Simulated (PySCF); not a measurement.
From computed data to an observable: chemical shift, span and skew from a shielding tensor

diboron dicarbonyl (C2B2O2), SMILES [O+]#C[B-]#[B-]C#[O+]. Atoms are numbered in the order given.

```xyz
6

O      0.0000     0.0000    -3.3271
C      0.0000     0.0000    -2.1775
B      0.0000     0.0000    -0.7317
B      0.0000     0.0000     0.7317
C      0.0000     0.0000     2.1775
O      0.0000     0.0000     3.3271
```
Charge 0, spin multiplicity 1.

Coordinates come from a PBE0-D3(BJ)/def2-SVP optimisation.

GIAO shieldings from HF/pcSseg-1 (PySCF), non-relativistic, no solvent. The symmetric part of the tensor of C2 has the principal values -100.3, -100.3, 280.5 ppm. The same nucleus in TMS has σ = 192.6 ppm at this level (PySCF, at its B3LYP-D3(BJ)/def2-TZVP geometry).

Task: Work out the isotropic shielding, the ¹³C shift against TMS, the span and the skew.

Result: 
σ(iso) = (σ11 + σ22 + σ33)/3 = 26.6 ppm. δ = σ(ref) − σ(iso) = 192.6 − (26.6) = 166.0 ppm.
Span Ω = σ33 − σ11 = 380.8 ppm. Skew κ = 3(σ(iso) − σ22)/Ω = 1.00, an axial tensor. Tumbling in solution averages the tensor to δ; in a static solid the shielding alone would spread this spin-1/2 line over Ω.
